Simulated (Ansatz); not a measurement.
The same isomerisation along the group O, S, Se.

Calculated with Ansatz (gas phase, PBE0-D4/def2-TZVP geometries, no zero-point term in ΔE). CCSD(T)/CBS adds triple-zeta CCSD(T) − MP2 to the extrapolated MP2 energy (def2 sets, frozen cores). Functionals use def2-TZVPP. For Se outer-core shells are correlated without core-valence functions, which leaves a few kJ/mol of doubt a bond. Scalar relativity is left out up to krypton. One conformer a species, not always the lowest.

```tsv
reaction	CCSD(T)/CBS(def2) (eV)
`C1=NCO1` → `OC1=NC1`	0.33
`C1=NCS1` → `SC1=NC1`	0.77
`C1=NC[Se]1` → `[SeH]C1=NC1`	?
```

Q: Fill in the missing values. (An estimate is asked.)

A: Ansatz gave: `C1=NC[Se]1` → `[SeH]C1=NC1`: +0.86 eV.

Largest T1 diagnostic: 0.015, for `C1=NCO1`.
